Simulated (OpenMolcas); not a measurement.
Computed levels of 5d5 in ions with 73 electrons, in cm-1 above 6S 5/2.

| Property | Result |
| --- | --- |
| Program | OpenMolcas |
| Method | MS-CASPT2, IPEA 0.25 Eh, imaginary shift 0.1 Eh |
| Basis | ANO-RCC-VTZP |
| Scalar Hamiltonian | DKH2, point nucleus |
| Spin-orbit coupling | RASSI with atomic mean-field integrals over the reference wave functions, term energies averaged over their components |

Active space for each ion: 5 electrons in 5 orbitals (5d); closed shells correlated by CASPT2: 5s 5p.

| Level | Re2+ | Ir4+ | Au6+ |
| --- | --- | --- | --- |
| 4G 7/2 | 19160 | 23600 | 27760 |
| 4G 11/2 | 20000 | 25050 | 29940 |
| 4G 9/2 | 20470 | 26020 | 31650 |
| 4P 1/2 | 21530 | 27700 | 33630 |
| 4D 7/2 | 23520 | 30940 | 38680 |
| 4D 1/2 | 26200 | 35420 | 45420 |
| 2I 11/2 | 29020 | 36810 | 45420 |
| 2I 13/2 | 31310 | 40470 | 50490 |
| 2H 9/2 | 36070 | 46720 | 57870 |

Estimate 4G 7/2, 4G 11/2 for Pt5+ from its neighbours Ir4+ and Au6+.

4G 7/2 is another term, which grows about linearly with the charge: (23600 + 27760) / 2 = 25680. The calculation gives 25670, so the estimate is off by 0 %.
4G 11/2 is another term, which grows about linearly with the charge: (25050 + 29940) / 2 = 27495. The calculation gives 27470, so the estimate is off by +0.1 %.

Mixed levels, with the weight of the term that names them: Re2+ 4G 7/2 (72 %), Re2+ 4P 1/2 (61 %), Re2+ 4D 7/2 (75 %), Re2+ 4D 1/2 (64 %), Re2+ 2H 9/2 (52 %), Ir4+ 4G 7/2 (63 %), Ir4+ 4P 1/2 (59 %), Ir4+ 4D 7/2 (65 %), Ir4+ 4D 1/2 (65 %), Ir4+ 2I 11/2 (73 %), Ir4+ 2H 9/2 (51 %), Pt5+ 4G 7/2 (59 %), Pt5+ 4P 1/2 (59 %), Pt5+ 4D 7/2 (60 %), Pt5+ 4D 1/2 (66 %), Pt5+ 2I 11/2 (70 %), Pt5+ 2H 9/2 (51 %), Au6+ 6S 5/2 (74 %), Au6+ 4G 7/2 (54 %), Au6+ 4G 11/2 (69 %), Au6+ 4G 9/2 (74 %), Au6+ 4P 1/2 (59 %), Au6+ 4D 7/2 (51 %), Au6+ 4D 1/2 (68 %), Au6+ 2I 11/2 (67 %), Au6+ 2H 9/2 (51 %).

Term energies are means over components that CASPT2 splits; among the terms shown or strongly mixed into the levels shown the widest spread is 790 cm-1 (5d5 4F, Re2+). Blocks of more than 70 roots (2S+1 = 2 even) ran without multistate coupling. Configurations with an s electron lie low in 5d ions of this charge, fall among these levels and mix in, so low-spin terms can stand far too high, up to twice their true height, and weights are not those of the real levels (holds for Re2+). The CASPT2 spread within a term exceeds the gap to the next term for 5d5 4F and 5d5 2F(1), so the order of their levels is uncertain, and so are names and mixing where such terms share a J (holds for Re2+). Only configurations of the active space appear.

A number in round brackets counts repeated terms of one configuration in the order of the reference energies.
